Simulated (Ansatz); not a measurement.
A calculation with Ansatz (development build ahead of 0.2.0).

```yaml
crystal:
  periodic: [false, false, false]
  atoms:
    - { symbol: Be, position_ang: [0.0, 0.0, 0.6715] }
    - { symbol: H, position_ang: [0.0, 0.0, -0.6715] }
basis:
  gaussian: { orbitals: STO-3G }
magnetization:
  spin_polarized: true
  initial_magnetization: 1
hamiltonian:
  xc: hf
correlation:
  method: ccsd_t
  frozen_orbitals: { Be: 0, H: 0 }
```

The input is written out in the form of the current development build from the run's settings.

Results

```
Converged                       : yes
Reference energy                : -14.93467 hartree
CCSD correlation energy         : -0.02181 hartree
Triples correction              : -0.00027 hartree
Total energy                    : -14.95674 hartree
Spin squared of the determinant : 0.751
```
